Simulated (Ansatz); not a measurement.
`[O]=[W]([OH])([F])=[S]` + CH₃OH → `C[O][W](=[O])([F])=[S]` + H₂O at 600 K and 1 bar (ligand exchange at a W–O bond).

Isolated molecules relaxed with PBE0-D4/def2-TZVP in Ansatz; ΔE leaves out vibrations. CCSD(T)/CBS is the MP2 limit (def2-TZVPP, def2-QZVPP) plus CCSD(T) − MP2 in def2-TZVPP, frozen cores. This one scheme is used for every species. def2 core potentials past Kr. For W outer-core shells are correlated without core-valence functions, which leaves a few kJ/mol of doubt a bond. One conformer a species, not always the lowest.

```
                 species  CCSD(T)/CBS energy (Eh)  H − E (kJ/mol)  S (J/(mol·K))
`[O]=[W]([OH])([F])=[S]`               -715.66256           105.4          418.7
                   CH₃OH               -115.61712           163.6          277.3
`C[O][W](=[O])([F])=[S]`               -754.90807           193.2          484.7
                     H₂O                -76.37941            76.8          212.8
```

H − E and S are ideal-gas, rigid-rotor, harmonic terms from PBE0-D4/def2-TZVP, for one conformer and one mirror image of each species. 1 Eh = 2625.50 kJ/mol, R = 8.31446 J/(mol·K).

By hand: ΔE, ΔH, ΔS and ΔG.

ΔE = (-754.90807) + (-76.37941) − (-715.66256) − (-115.61712) = -0.00780 Eh = -20.5 kJ/mol. Δ(H − E) = 193.2 + 76.8 − 105.4 − 163.6 = 1.0, so ΔH = -19.5 kJ/mol. ΔS = 484.7 + 212.8 − 418.7 − 277.3 = 1.5 J/(mol·K). ΔG = -19.5 − 600 × (1.5)/1000 = -20.4 kJ/mol.

By hand: the equilibrium constant, and the temperature at which ΔG would vanish if ΔH and ΔS stayed fixed.

log₁₀ K = −ΔG/(RT ln 10) = 1.8. ΔH and −TΔS have one sign here, so there is no such temperature.

The number of gas molecules stays the same, so ΔS is small and ΔH decides. A doubt of 5 kJ/mol in ΔE shifts log₁₀ K by 0.4 here. Other conformers and mirror images would add mixing entropy, several J/(mol·K) or more a flexible species. Modes under 60 cm⁻¹, often nearly free rotors, make the harmonic entropy too high. These are equilibria of isolated gas molecules and say nothing of rates. Largest T1 diagnostic: 0.023 (customary marks: 0.02 for closed shells, 0.045 for open ones).

ΔS is within the doubt of such terms, so its sign, and with it that verdict, could turn.
